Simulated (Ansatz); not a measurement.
Born–Oppenheimer molecular dynamics of a periodic cell of 40 atoms, H3CCl (contents 8 CH3Cl, density as packed 0.91 g/cm³ with natural masses). It starts from a partly relaxed structure (largest force component 0.23 eV/Å).

The calculation used DFT PBE, scalar-relativistic, plane waves, PAW (Ansatz 0.2.0). Settings: accuracy low, cutoff 420 eV, k mesh 1x1x1, fermi-dirac smearing 0.05 eV, no spin polarisation.

* ensemble: NVT, Langevin thermostat
* time step: 0.75 fs
* steps asked: 230
* set temperature: 350 K
* friction: 0.02 /fs
* seed: 58663

Frames 7.5 fs apart, positions in Å, forces in eV/Å.

Velocities at 90.0 fs (Å/ps):

```
C 3.18 3.65 4.79
Cl 0.78 1.59 -4.46
H -33.77 -46.87 21.89
H -31.38 -17.62 11.93
H 3.05 -2.48 -32.30
C 4.02 1.30 -6.10
Cl -5.12 -2.57 2.55
H -19.94 -34.97 3.12
H 18.92 -8.58 2.26
H 12.89 -7.75 -17.12
C -2.52 7.19 -0.38
Cl -1.16 -1.57 2.35
H 5.83 23.14 14.01
H -9.73 -17.48 -3.31
H 4.69 -26.65 6.22
C -1.89 -4.22 5.75
Cl -0.52 0.04 0.35
H 5.33 -4.30 22.93
H 3.95 -8.16 21.36
H 1.32 4.45 -7.73
C -0.06 -2.01 -3.58
Cl -3.26 -0.59 0.19
H 19.13 6.89 17.50
H 24.33 -7.18 21.94
H 18.00 -6.65 17.05
C -5.81 0.59 -0.76
Cl 0.15 -3.34 -1.01
H 21.59 -1.74 -2.00
H 10.44 -34.95 -36.89
H 29.34 -15.63 13.32
C 3.70 -0.67 -3.57
Cl -1.11 -1.52 -2.73
H -11.75 3.50 5.35
H 8.76 37.64 -9.79
H 24.70 41.67 -17.35
C -3.84 3.46 -0.30
Cl -2.29 0.71 -0.68
H -3.83 2.38 6.66
H -27.88 18.88 5.99
H -4.64 3.45 -16.86
```

```xyz
40
Lattice="9.0287 0.0000 0.0000 0.0000 9.0287 0.0000 0.0000 0.0000 9.0287" Properties=species:S:1:pos:R:3:forces:R:3 time_fs=90.0 energy_less_start_eV=1.410 T=331
C 3.233 3.924 3.267 0.11 -0.94 -0.75
Cl 4.885 4.548 3.511 0.24 -0.21 0.20
H 3.228 3.030 2.609 0.33 0.62 -0.18
H 2.784 3.522 4.162 -0.05 0.38 0.86
H 2.693 4.745 2.830 -0.56 0.17 -0.15
C 8.957 6.525 5.872 1.33 -1.88 -1.13
Cl 8.821 5.769 4.153 0.22 0.52 1.19
H 9.686 7.327 5.839 0.36 -0.06 0.01
H 8.019 6.891 6.074 -2.36 1.13 0.35
H 9.134 5.697 6.583 0.45 0.33 -0.36
C 0.624 1.915 6.278 0.68 -1.41 1.08
Cl 1.509 0.850 5.188 0.55 -0.05 -0.56
H 0.368 1.268 7.127 0.25 0.66 0.28
H 1.094 2.852 6.464 1.14 0.50 0.59
H -0.255 2.191 5.829 -2.55 0.38 -1.41
C 5.429 4.778 6.994 1.12 -0.59 1.35
Cl 5.252 4.314 8.753 -0.13 0.07 -0.49
H 5.153 3.988 6.350 -1.05 -1.06 -0.56
H 4.904 5.684 6.838 -0.47 0.94 -0.29
H 6.495 4.835 6.826 0.49 0.63 0.03
C 2.934 8.270 9.039 2.94 -1.30 -0.47
Cl 2.703 7.565 10.625 -0.37 -0.47 0.68
H 2.738 9.287 9.118 -0.67 2.01 -0.05
H 4.065 8.177 8.809 -1.65 0.01 0.03
H 2.349 7.774 8.280 -0.30 -0.22 -0.24
C 8.121 2.667 2.672 -1.19 -1.21 -0.35
Cl 9.359 3.132 1.468 -0.18 0.45 0.04
H 7.905 1.589 2.407 0.34 0.81 0.65
H 8.532 2.802 3.685 -0.14 -0.10 -0.37
H 7.120 3.176 2.561 1.17 0.10 -0.10
C 5.283 8.607 4.064 -1.97 -1.18 -0.02
Cl 5.664 8.677 5.770 0.82 0.07 1.01
H 4.201 8.354 4.111 0.41 0.20 -0.58
H 5.377 9.585 3.636 0.41 0.50 -0.49
H 5.760 7.763 3.545 0.31 0.43 0.17
C 7.325 7.727 0.717 0.04 2.54 -0.65
Cl 8.040 9.342 -0.010 -0.62 -1.58 0.72
H 6.428 7.540 0.193 -0.95 -0.35 -1.00
H 8.035 6.972 0.645 1.43 -1.31 -0.30
H 7.054 7.916 1.723 0.05 0.44 1.24
40
Lattice="9.0287 0.0000 0.0000 0.0000 9.0287 0.0000 0.0000 0.0000 9.0287" Properties=species:S:1:pos:R:3:forces:R:3 time_fs=97.5 energy_less_start_eV=1.466 T=307
C 3.227 3.909 3.294 0.11 0.53 0.35
Cl 4.899 4.557 3.475 -0.38 -0.26 0.07
H 3.200 3.009 2.750 0.56 -1.30 -1.04
H 2.771 3.636 4.237 0.06 0.43 0.67
H 2.634 4.615 2.741 -0.28 0.64 -0.06
C 8.957 6.491 5.809 0.62 1.55 0.25
Cl 8.787 5.766 4.175 0.11 0.22 -0.05
H 9.821 7.292 5.837 -1.74 -1.26 -0.33
H 7.947 6.946 6.080 1.34 -0.51 -0.11
H 9.286 5.669 6.450 -0.33 0.02 0.28
C 0.596 1.956 6.301 -0.63 0.81 -0.40
Cl 1.504 0.849 5.203 0.24 0.21 0.35
H 0.452 1.517 7.285 -0.11 -0.60 0.00
H 1.195 2.902 6.553 -0.90 -0.90 -1.06
H -0.419 2.035 5.758 1.46 0.59 1.11
C 5.444 4.750 7.054 -0.74 -0.59 -1.39
Cl 5.254 4.325 8.750 -0.06 -0.11 0.84
H 5.040 3.866 6.429 0.72 1.42 0.71
H 4.864 5.677 6.858 0.19 -0.52 -0.04
H 6.504 4.952 6.854 -0.14 -0.22 -0.11
C 2.968 8.237 9.029 -1.45 0.79 0.12
Cl 2.679 7.560 10.640 -0.42 -0.37 0.58
H 2.734 9.333 9.118 0.06 -0.93 -0.51
H 3.997 8.082 8.885 1.54 -0.03 -0.64
H 2.372 7.675 8.276 0.21 0.57 0.41
C 8.100 2.635 2.646 0.40 0.56 1.07
Cl 9.353 3.120 1.465 0.22 0.51 -0.29
H 8.024 1.569 2.418 -0.96 0.05 -0.02
H 8.615 2.672 3.664 -0.88 0.36 -1.08
H 7.189 3.338 2.547 1.24 -1.42 0.20
C 5.276 8.621 4.036 2.10 -0.29 -1.14
Cl 5.661 8.665 5.760 0.33 -0.23 0.47
H 4.233 8.422 3.951 -0.70 -0.67 -0.46
H 5.474 9.610 3.675 -0.15 1.02 -0.20
H 6.037 8.012 3.390 -1.63 0.22 1.49
C 7.298 7.786 0.698 0.26 -0.30 0.17
Cl 8.029 9.334 -0.018 -0.42 -1.13 0.40
H 6.411 7.506 0.071 0.60 0.33 0.61
H 8.056 6.932 0.659 -0.75 1.21 0.09
H 7.022 8.032 1.774 0.29 -0.38 -1.35
40
Lattice="9.0287 0.0000 0.0000 0.0000 9.0287 0.0000 0.0000 0.0000 9.0287" Properties=species:S:1:pos:R:3:forces:R:3 time_fs=105.0 energy_less_start_eV=1.234 T=360
C 3.227 3.862 3.317 -0.56 1.48 0.17
Cl 4.922 4.563 3.423 -0.31 0.13 -0.28
H 3.366 2.920 2.735 -0.50 0.30 1.04
H 2.928 3.922 4.425 0.05 -1.00 -1.71
H 2.505 4.555 2.728 1.39 -0.87 0.83
C 8.961 6.451 5.763 -1.12 0.92 1.34
Cl 8.743 5.779 4.191 -0.45 -0.55 -1.25
H 9.721 7.176 5.692 1.17 1.21 -0.20
H 8.057 7.026 6.154 0.74 -1.08 -0.42
H 9.359 5.692 6.419 -0.32 -0.48 0.57
C 0.592 1.983 6.299 -0.74 0.38 -1.20
Cl 1.486 0.850 5.215 0.03 -0.01 0.28
H 0.528 1.601 7.308 -0.04 -0.36 0.24
H 1.169 2.922 6.306 -0.34 -0.07 -0.10
H -0.436 2.086 5.821 1.13 0.12 0.79
C 5.451 4.732 7.101 -0.44 0.53 -2.71
Cl 5.254 4.333 8.747 -0.02 -0.25 1.85
H 5.117 3.870 6.483 0.38 0.30 0.18
H 4.763 5.569 6.810 0.58 -0.37 0.31
H 6.492 5.011 6.815 -0.53 -0.21 0.36
C 2.986 8.199 9.008 -0.30 1.16 -0.12
Cl 2.651 7.565 10.670 -0.11 0.23 -0.57
H 2.689 9.297 8.910 0.49 -1.23 0.45
H 4.046 8.041 8.798 0.04 0.16 0.06
H 2.402 7.661 8.261 -0.19 -0.32 0.12
C 8.122 2.598 2.626 0.86 -0.68 -0.34
Cl 9.358 3.113 1.462 0.40 0.04 -0.34
H 7.803 1.582 2.377 0.13 0.02 0.23
H 8.509 2.765 3.610 0.49 -0.45 0.76
H 7.352 3.287 2.531 -1.87 1.15 -0.42
C 5.293 8.655 3.990 -0.23 2.01 -0.08
Cl 5.671 8.635 5.770 -0.47 -0.26 -0.34
H 4.279 8.308 3.663 0.62 0.33 0.81
H 5.485 9.755 3.720 -0.51 -1.48 0.05
H 6.034 8.048 3.516 0.59 -0.56 -0.29
C 7.289 7.842 0.658 0.53 -0.69 -0.21
Cl 8.012 9.308 -0.018 0.14 0.35 -0.42
H 6.410 7.551 0.076 0.18 -0.16 -0.19
H 8.091 7.062 0.687 -0.81 0.40 0.06
H 6.954 8.123 1.639 -0.07 -0.16 0.69
40
Lattice="9.0287 0.0000 0.0000 0.0000 9.0287 0.0000 0.0000 0.0000 9.0287" Properties=species:S:1:pos:R:3:forces:R:3 time_fs=112.5 energy_less_start_eV=1.510 T=357
C 3.241 3.846 3.339 1.08 0.27 0.82
Cl 4.952 4.555 3.352 -0.63 0.04 0.09
H 3.441 2.829 3.033 -0.50 -0.26 -0.65
H 2.925 3.784 4.389 -0.07 0.33 -0.16
H 2.590 4.480 2.728 0.18 -0.32 -0.04
C 8.986 6.442 5.741 1.73 -0.35 1.68
Cl 8.695 5.775 4.191 -0.58 -0.86 -1.33
H 9.750 7.199 5.586 0.31 0.16 0.36
H 8.152 6.914 6.182 -1.43 0.65 0.17
H 9.322 5.677 6.500 -0.01 0.40 -0.83
C 0.589 2.019 6.262 1.02 -1.27 0.46
Cl 1.467 0.840 5.237 -0.16 -0.13 -0.20
H 0.655 1.645 7.285 -0.03 0.36 0.07
H 1.056 2.937 6.069 1.10 1.54 0.27
H -0.398 2.174 5.954 -1.90 -0.42 -0.57
C 5.441 4.730 7.074 0.77 0.13 -0.12
Cl 5.262 4.335 8.754 -0.08 -0.45 1.11
H 5.306 3.916 6.420 -1.08 -1.40 -0.67
H 4.806 5.553 6.874 -0.65 0.89 -0.57
H 6.462 4.944 6.839 0.99 0.83 0.22
C 2.993 8.169 8.958 1.00 -1.53 1.11
Cl 2.637 7.578 10.690 0.18 0.38 -0.98
H 2.754 9.187 8.908 -0.57 1.63 0.07
H 4.089 8.060 8.775 -0.79 -0.27 0.03
H 2.349 7.579 8.316 0.10 -0.20 -0.28
C 8.147 2.582 2.606 -1.97 0.00 0.22
Cl 9.386 3.099 1.456 0.00 -0.35 -0.20
H 7.609 1.609 2.436 1.53 0.10 -0.07
H 8.517 2.728 3.626 0.01 -0.30 -0.16
H 7.252 3.210 2.466 0.44 0.60 0.10
C 5.341 8.690 3.956 -1.33 0.89 1.25
Cl 5.668 8.596 5.768 -0.49 0.15 -0.45
H 4.366 8.275 3.669 -0.01 -0.08 0.50
H 5.319 9.767 3.692 0.59 -0.60 -0.08
H 6.088 8.038 3.608 1.24 -0.34 -1.09
C 7.274 7.886 0.607 -1.48 -0.07 0.81
Cl 7.983 9.287 -0.036 0.65 1.73 -0.91
H 6.445 7.528 0.043 -0.69 -0.33 -1.00
H 8.006 7.161 0.679 1.52 -1.83 0.22
H 6.860 8.069 1.581 -0.02 0.28 0.79
40
Lattice="9.0287 0.0000 0.0000 0.0000 9.0287 0.0000 0.0000 0.0000 9.0287" Properties=species:S:1:pos:R:3:forces:R:3 time_fs=120.0 energy_less_start_eV=1.437 T=419
C 3.330 3.826 3.402 0.99 -1.41 -0.82
Cl 4.962 4.553 3.286 -0.23 0.00 0.40
H 3.387 2.770 3.143 0.44 -0.31 -0.43
H 2.918 3.748 4.370 -0.34 0.87 1.50
H 2.703 4.259 2.671 -0.84 0.91 -0.57
C 9.046 6.454 5.773 2.26 -0.04 -0.44
Cl 8.663 5.769 4.169 0.34 -0.41 -0.64
H 9.857 7.267 5.631 -1.41 -1.09 0.38
H 8.079 6.812 6.005 -0.73 0.83 1.18
H 9.431 5.630 6.435 -0.45 0.71 -0.41
C 0.601 2.066 6.225 0.16 0.51 1.36
Cl 1.445 0.821 5.262 0.01 0.18 -0.02
H 0.762 1.864 7.324 -0.23 -0.12 -0.93
H 1.079 3.065 6.066 -0.50 -0.61 -0.35
H -0.487 2.039 6.007 0.58 0.14 -0.01
C 5.449 4.734 7.010 0.59 0.63 0.25
Cl 5.253 4.340 8.764 -0.51 -0.09 0.02
H 5.209 3.848 6.380 0.44 0.53 0.37
H 4.824 5.609 6.739 0.04 -0.50 0.19
H 6.506 5.093 7.036 -0.60 -0.58 -0.86
C 2.994 8.142 8.947 -0.95 -1.54 0.90
Cl 2.628 7.601 10.700 0.35 0.18 -0.92
H 2.773 9.185 8.966 -0.39 0.79 -0.37
H 4.032 7.969 8.712 0.49 -0.21 0.10
H 2.327 7.492 8.327 0.44 0.80 0.27
C 8.107 2.580 2.602 0.02 0.51 0.22
Cl 9.407 3.076 1.448 0.02 0.15 0.05
H 7.938 1.531 2.352 -0.61 0.10 -0.23
H 8.567 2.543 3.626 -0.57 0.62 -0.72
H 7.230 3.309 2.434 1.19 -1.35 0.56
C 5.378 8.708 3.978 1.80 -2.03 0.04
Cl 5.657 8.555 5.758 0.26 0.36 -0.07
H 4.472 8.135 3.849 -0.32 0.11 -0.68
H 5.385 9.714 3.655 -0.52 1.36 -0.03
H 6.271 8.230 3.434 -1.24 0.25 0.90
C 7.211 7.885 0.587 -0.54 -3.13 0.04
Cl 7.955 9.306 -0.065 0.34 0.70 -0.12
H 6.478 7.448 -0.211 0.82 0.82 1.61
H 7.981 7.054 0.748 -0.57 1.02 -0.39
H 6.783 7.991 1.629 -0.03 0.37 -1.30
```

Of the whole run (172 fs, mean temperature of the second half 364 K): A run of 0.17 ps of so small a system gives no equilibrium averages. Limits of this set-up: coarse k mesh, low accuracy level.

Time of the run: 12 min on 1 thread of Arm Neoverse V2 (shared host), peak memory 0.61 GiB.
